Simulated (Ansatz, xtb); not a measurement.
**OSSe: where a starting geometry ends**

The starting geometry of this gas-phase singlet has its atoms placed at random.

| atom | x (Å) | y (Å) | z (Å) |
| --- | --- | --- | --- |
| O | -1.3158 | -0.6661 | 0.0491 |
| S | -0.7243 | 1.2496 | -0.9282 |
| Se | 0.2018 | -0.3625 | 0.5115 |

**Question.** Guess where an optimisation with r2SCAN-D4/def2-SVP ends from this start.

**Answer.** It ends as `O1S[Se]1`. Distances that change by over a tenth: O1–Se3 (1.62 → 1.88 Å). Contacts that close: O1–S2 (2.23 → 1.73 Å).

The energy falls by 1.69 eV over 8 steps:

```tsv
step	E − E(last) (eV)
1	1.689
2	1.243
3	0.826
4	0.173
5	0.035
6	0.004
7	0.000
8	0.000
```

Final geometry (Å):

```xyz
3

O    -1.3917   -0.4809   -0.1031
S    -0.8118    0.9958   -0.8027
Se    0.3652   -0.2939    0.5381
```

From the same start GFN2-xTB ends elsewhere, at `O=[Se]=S`.

From so rough a start the end depends on the optimiser's path, so another program may land elsewhere. No frequencies were run, so the end isn't proven a minimum. Run with Ansatz 0.2.0, 17 s on 1 thread of Arm Neoverse V1 (shared host).
